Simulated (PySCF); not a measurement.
# S²⁺ (sulfur, charge +2) across methods

[Ne] 3s2 3p1 3d1, one real determinant (an excited configuration). Computed with PySCF 2.14 in aug-cc-pV(T+d)Z, with the non-relativistic Hamiltonian (point nucleus). The B2PLYP total includes its PT2 part (frozen core); its orbital energies are those of the SCF part.

```csv
method,E (hartree),mean ε 3s β (eV),mean ε 3p α (eV),mean ε 3d α (eV),Σ⟨r²⟩ (bohr²),⟨S²⟩
PBE,-396.1547,-39.374,-30.366,-15.512,17.35,2.001
B2PLYP,-396.1989,-42.248,-33.522,-16.737,17.75,2.003
r2SCAN,-396.2729,-39.595,-30.835,-15.532,17.39,2.002
M06-L,-396.3020,-39.443,-30.529,-15.304,17.15,2.002
LDA,-394.9329,-39.565,-30.301,-15.323,17.37,2.000
BLYP,-396.3472,-39.389,-30.123,-15.366,17.38,2.001
PBE0,-396.1710,-40.892,-32.018,-16.237,17.47,2.002
UHF,-395.72201,-44.170,-36.411,-17.647,18.26,2.007
wB97X-V,-396.2444,-43.571,-34.378,-18.226,17.45,2.001
```

⟨L²⟩ = 8.00 against 12 for a pure F term, so this real determinant mixes terms. The outer electron is Rydberg-like, and this basis confines it to a smaller radius and binds it less than a complete one would.
